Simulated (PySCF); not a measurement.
Compound: C₆H₁₂ClFO.
SMILES with atom numbers: `[CH3:1][C:2]([CH3:3])([CH2:4][F:5])[O:6][CH2:7][CH2:8][Cl:9]` (hydrogens: H10, H11, H12 on C1; H13, H14, H15 on C3; H16, H17 on C4; H18, H19 on C7; H20, H21 on C8)

Method: PBE0-D3(BJ)/def2-SVP geometry optimisation, gas phase (PySCF); density fitting, grid level 1; the optimiser is geomeTRIC in internal coordinates, started from a GFN2-xTB structure with every atom displaced at random (about 0.01 Å).

Step 0: E = -23675.8664 eV
```
atom  x, y, z in Å  |  force x, y, z in eV/Å
C1     -0.9578    0.4313    1.8930   -1.001   1.427  -0.871
C2     -0.7078    0.1466    0.4151    0.317  -0.098  -0.197
C3     -1.5173    1.0988   -0.4917    0.802  -0.636   0.677
C4     -1.0677   -1.3183    0.1371   -2.061   0.717  -0.177
F5     -1.3505   -1.5704   -1.1930    0.374   0.097  -0.092
O6      0.6993    0.3387    0.2780    0.152  -0.011  -0.443
C7      1.2821    0.1263   -0.9957    0.083   0.179   0.880
C8      2.7450   -0.2567   -0.8090   -1.559  -0.178   0.816
Cl9     2.8590   -1.8965   -0.1123    0.123  -0.137   0.006
H10    -2.0403    0.4147    2.1132    0.151  -0.081  -0.006
H11    -0.4589   -0.2558    2.5308    0.728  -0.951   0.742
H12    -0.5973    1.4540    2.1248   -0.005  -0.324  -0.059
H13    -1.3641    0.8756   -1.5411    0.020  -0.177  -0.471
H14    -2.5712    1.0131   -0.2630   -0.620  -0.012   0.043
H15    -1.1872    2.1135   -0.3015    0.094   0.558   0.122
H16    -0.2894   -1.9733    0.4604    0.983  -0.676   0.374
H17    -2.0191   -1.5555    0.6744    0.506   0.042  -0.015
H18     0.7475   -0.6468   -1.5476   -0.109  -0.329  -0.280
H19     1.2375    1.0537   -1.5783    0.049   0.305  -0.293
H20     3.1851    0.4216   -0.0781    0.328   0.228  -0.026
H21     3.2440   -0.2542   -1.7572    0.643   0.056  -0.732
```

Step 1: E = -23675.9932 eV
```
atom  x, y, z in Å  |  force x, y, z in eV/Å
C1     -0.9526    0.4733    1.8835   -0.063  -0.311   0.212
C2     -0.7024    0.1449    0.4186   -0.107   0.090   0.036
C3     -1.5176    1.0634   -0.4862    0.000   0.075  -0.071
C4     -1.0719   -1.3152    0.1746    0.468  -0.188   0.180
F5     -1.2025   -1.6010   -1.1680   -0.091  -0.018   0.082
O6      0.6927    0.3575    0.2539   -0.282  -0.090   0.061
C7      1.2544    0.1700   -1.0097    0.182  -0.086  -0.330
C8      2.6739   -0.2962   -0.8061    0.202   0.087  -0.262
Cl9     2.7567   -1.9899   -0.2430   -0.035   0.000   0.005
H10    -2.0298    0.4965    2.1180    0.103   0.008  -0.054
H11    -0.4651   -0.2607    2.5548   -0.059   0.118  -0.199
H12    -0.5163    1.4536    2.0991    0.017   0.146   0.038
H13    -1.2419    0.9270   -1.5430   -0.057   0.003   0.065
H14    -2.5981    0.8591   -0.3991    0.117   0.011   0.033
H15    -1.3361    2.1119   -0.2040   -0.005  -0.010  -0.057
H16    -0.2637   -1.9516    0.5958   -0.227   0.123  -0.144
H17    -2.0206   -1.5513    0.6824   -0.083  -0.023  -0.094
H18     0.7130   -0.5674   -1.6338   -0.001   0.141   0.186
H19     1.2856    1.1272   -1.5735    0.016  -0.056   0.019
H20     3.1304    0.3235   -0.0290    0.150   0.061   0.120
H21     3.2827   -0.2143   -1.7269   -0.245  -0.081   0.174
```

Problem. Estimate the geometry and energy of step 2. (The exact step hangs on the optimiser's Hessian estimate; all steps are aligned on step 1, rigid shifts and turns removed.)

Solution. E = -23676.0134 eV, largest force 0.090 eV/Å
```
atom  x, y, z in Å  |  force x, y, z in eV/Å
C1     -0.9556    0.4644    1.8850    0.018  -0.054   0.062
C2     -0.7068    0.1556    0.4160    0.007   0.027  -0.049
C3     -1.5281    1.0759   -0.4835    0.038  -0.014   0.004
C4     -1.0622   -1.3104    0.1682    0.013  -0.040   0.076
F5     -1.2130   -1.5944   -1.1712    0.011   0.004  -0.075
O6      0.6870    0.3748    0.2513   -0.010   0.058   0.036
C7      1.2670    0.1725   -1.0065    0.011  -0.071  -0.030
C8      2.6876   -0.2959   -0.8023   -0.016   0.081   0.036
Cl9     2.7499   -1.9733   -0.1901    0.002  -0.029   0.020
H10    -2.0295    0.4675    2.1193   -0.005   0.000  -0.008
H11    -0.4538   -0.2737    2.5309    0.007   0.024  -0.035
H12    -0.5346    1.4526    2.1173   -0.024  -0.005  -0.004
H13    -1.2693    0.9367   -1.5420   -0.014  -0.024  -0.005
H14    -2.6030    0.8671   -0.3798   -0.006   0.013   0.021
H15    -1.3485    2.1267   -0.2117    0.023  -0.009  -0.008
H16    -0.2589   -1.9487    0.5751   -0.021   0.043  -0.026
H17    -2.0139   -1.5566    0.6676   -0.011   0.013   0.010
H18     0.7140   -0.5725   -1.6004    0.023   0.008  -0.034
H19     1.2981    1.1131   -1.5941   -0.003   0.021   0.046
H20     3.1819    0.3382   -0.0527    0.007  -0.004  -0.026
H21     3.2626   -0.2592   -1.7381   -0.051  -0.041  -0.009
```

The energy changes by -0.0202 eV. The first-order estimate −F·Δx gives -0.0381 eV and the mean of the old and new forces, exact on a quadratic surface, -0.0212 eV. The step makes an angle of 75° with the force vector and moves no atom by more than 0.059 Å.

The cost below is that of the whole optimisation. Time: 3.3 min wall; peak memory 0.86 GiB. Hardware: an Arm Neoverse V1 with one thread, on a shared host.
